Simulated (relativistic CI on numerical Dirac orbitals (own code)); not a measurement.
**Ligand-field terms of d7**

Computed with a parametric ligand-field model of a d^n configuration (Racah B and C, spin-orbit zeta, crystal field), exact diagonalisation.

Field parameters in Wybourne normalisation: Oh B⁴₀ = 21Dq, B⁴₄ = √(5/14) B⁴₀. The field is a parameter set, without covalency.

(1) Lowest levels for B = 570, C = 2900, ζ = 670 cm⁻¹, Oh, 10Dq = 16700 cm⁻¹?

(2) Lowest levels for B = 600, C = 2600, ζ = 630 cm⁻¹, Oh, 10Dq = 9600 cm⁻¹?

(3) Lowest levels for B = 660, C = 3360, ζ = 70 cm⁻¹, Oh, 10Dq = 34300 cm⁻¹?

(4) Lowest levels for B = 690, C = 2840, ζ = 1900 cm⁻¹, Oh, 10Dq = 37750 cm⁻¹?

(5) Lowest levels for B = 490, C = 2430, ζ = 3600 cm⁻¹, Oh, 10Dq = 33650 cm⁻¹?

Answers

(1) Γ8 0 (S 0.57), Γ6 2839 (S 1.50), Γ8 3268 (S 1.49), Γ7 3997 (S 1.50), Γ8 4133 (S 1.47), Γ8 14662 (S 0.53), Γ6 15226 (S 0.52), Γ8 15421 (S 0.56), Γ7 15749 (S 0.54) cm⁻¹, with S from ⟨S²⟩ = S(S + 1). The ground level has 1.09 electrons in the cubic e pair.

(2) Γ6 0 (S 1.50), Γ8 369 (S 1.49), Γ8 882 (S 1.44), Γ7 1171 (S 1.50), Γ8 3657 (S 0.62), Γ8 9129 (S 1.42), Γ6 9174 (S 1.48), Γ8 9247 (S 1.49), Γ7 9543 (S 1.47) cm⁻¹, with S from ⟨S²⟩ = S(S + 1). The ground level has 2.06 electrons in the cubic e pair.

(3) Γ8 0 (S 0.50), Γ6 18567 (S 1.50), Γ8 18608 (S 1.50), Γ7 18677 (S 1.50), Γ8 18677 (S 1.50), Γ8 31669 (S 0.50), Γ6 31712 (S 0.50), Γ8 32539 (S 0.50), Γ7 32570 (S 0.50) cm⁻¹, with S from ⟨S²⟩ = S(S + 1). The ground level has 1.02 electrons in the cubic e pair.

(4) Γ8 0 (S 0.52), Γ6 22229 (S 1.49), Γ8 23263 (S 1.49), Γ7 25352 (S 1.50), Γ8 25430 (S 1.49), Γ8 34837 (S 0.52), Γ8 36445 (S 0.52), Γ6 36602 (S 0.51), Γ7 36838 (S 0.51) cm⁻¹, with S from ⟨S²⟩ = S(S + 1). The ground level has 1.03 electrons in the cubic e pair.

(5) Γ8 0 (S 0.56), Γ6 19545 (S 1.48), Γ8 21193 (S 1.44), Γ7 25640 (S 1.49), Γ8 25877 (S 1.47), Γ8 30043 (S 0.56), Γ8 33568 (S 0.59), Γ7 33688 (S 0.54), Γ6 34438 (S 0.54) cm⁻¹, with S from ⟨S²⟩ = S(S + 1). The ground level has 1.07 electrons in the cubic e pair.
